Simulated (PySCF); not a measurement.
Correlation energy of Ag⁺ (silver, charge +1)

[Kr] 4d10, closed-shell 1S. Calculation: PySCF 2.14, in def2-QZVPPD with the def2 core potential (28 electrons) (7s5p4d4f2g, 88 functions); a scalar-relativistic core potential. Frozen: nothing; 18 electrons correlated.

MP2 pair energies summed by pair of shells (mhartree):

```json
{"pair": "4d-4d", "energy": "-380.30", "share (%)": "55.1"}
{"pair": "4p-4d", "energy": "-187.88", "share (%)": "27.2"}
{"pair": "4p-4p", "energy": "-52.88", "share (%)": "7.7"}
{"pair": "4s-4d", "energy": "-37.86", "share (%)": "5.5"}
{"pair": "4s-4p", "energy": "-26.82", "share (%)": "3.9"}
{"pair": "4s-4s", "energy": "-4.72", "share (%)": "0.7"}
```

Total MP2 correlation energy: -690.46 mhartree.

Same-spin part -220.17 and opposite-spin part -470.29 mhartree; SCS-MP2 scales them by 1/3 and 6/5 to -637.74 mhartree.

The basis has no tight functions for the innermost shells, so their pair energies are far from complete.

This basis was not built for core-valence correlation, so the inner-shell part is incomplete.
